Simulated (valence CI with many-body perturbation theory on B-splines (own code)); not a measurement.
**Xe¹³⁺: key properties**

Method: valence CI with perturbative core correlation (CI+MBPT): five valence electrons over a frozen Dirac-Fock core [Kr], a basis of 7 s, 7 p, 8 d, 6 f, 4 g, 1 h functions for each j, with the one-electron correlation potential Σ1, the two-electron term Σ2, the three-electron term Σ3, Breit, model QED; selected CI, second order for the rest, scaled by the run's own slope (own B-spline code, finite nucleus).

No measured spectrum was set against this ion. As an estimate, terms of the open shell hold to 2 to 4 % of their energy, and close levels can change places. Among the levels kept, up to 540 cm⁻¹ of a level comes from second order outside the variational space, and about a tenth of that is noise between levels of different J, which matters for small intervals. Only levels of the ground parity were solved; by the run's estimate the other parity begins above the list, which can be wrong where configurations are misplaced.

Names give the largest LS component (configuration and term), which can be under half, so a name can repeat, a term be missing and a line seem to break the LS rules; names also repeat where a configuration has a term twice.

Rates and lifetimes use the calculated energies. Strong lines usually hold to 10 to 20 %, long lifetimes can be off by a factor of two.

(1) What is the ground level?

(2) What is the ionisation energy?

(3) How well does LS coupling describe the low levels?

## Answers

(1) 4d⁵ ⁶S_5/2, composition 88 % 4d⁵ ⁶S + 10 % 4d⁵ ⁴P, g = 1.949.

(2) 314.67 eV; NIST lists 314 ± 3 eV (theoretical).

(3) Among the lowest 20 levels the leading LS term, summed over configurations, holds 58 % on average. For single configurations the figures are 57 % in LS and 66 % in jj coupling. Terms mix most in the J = 5/2 level at 74311 cm⁻¹, where the leading one holds 30 %.
